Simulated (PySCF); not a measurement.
Compound: C7H7N.
SMILES: `C=C=C(C#N)CC=C`

The closed-shell SCF was solved with PySCF and density fitting under several settings on one GFN2-xTB geometry (grid level 2 and gas phase unless stated).

```csv
settings,basis functions,SCF cycles,E (Eh),HOMO (eV),LUMO (eV),dipole (D)
OLYP/6-31++G**,186,16,-325.5077,-6.44,-1.98,4.19
PBE0/pcSseg-1,171,14,-325.1673,-7.75,-1.23,4.25
```

Estimate the row for these settings: OLYP/pcseg-1, IEF-PCM cyclohexane, start guess huckel.

```csv
settings,basis functions,SCF cycles,E (Eh),HOMO (eV),LUMO (eV),dipole (D)
"OLYP/pcseg-1, IEF-PCM cyclohexane, start guess huckel",147,17,-325.4262,-6.39,-1.89,4.62
```

Over all rows, what range does the HOMO–LUMO gap span?

From 4.46 eV (OLYP/6-31++G**) to 6.52 eV (PBE0/pcSseg-1). The functional of the narrowest has no exact exchange, that of the widest 25 % exact exchange.

And the dipole moment?

From 4.19 D (OLYP/6-31++G**) to 4.62 D (OLYP/pcseg-1, IEF-PCM cyclohexane, start guess huckel); the largest is 1.10 times the smallest, and the median is 4.25 D.

Cycle counts include a coarse-grid stage where the run had one. All basis functions are spherical, in the Pople sets too. Geometry: GFN2-xTB, one conformer.

Conformer computed: `[CH2:1]=[C:2]=[C:3]([C:4]#[N:5])[CH2:6][CH:7]=[CH2:8]`: C2–C3–C6–C7 -97°, C3–C6–C7–C8 -106°.
